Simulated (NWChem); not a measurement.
ZnSH cation; SMILES [Zn+][SH]

Program: NWChem. Pople sets run with spherical d functions. Geometry: optimised at PBE0/def2-SVP. Total energies compare along this basis series because the functional is fixed.

| level | basis functions | energy (Ha) | highest occupied level (eV) | orbital gap (eV) |
|---|---|---|---|---|
| PBE0/STO-3G | 28 | -2152.4191 | -11.90 | 3.51 |
| PBE0/3-21G | 42 | -2166.6316 | -13.13 | 3.20 |
| PBE0/6-31G* | 54 | -2177.1377 | -13.10 | ? |

**Question.** Some entries are withheld; supply them.

**Answer.** 
- PBE0/6-31G*, orbital gap (eV): 3.09
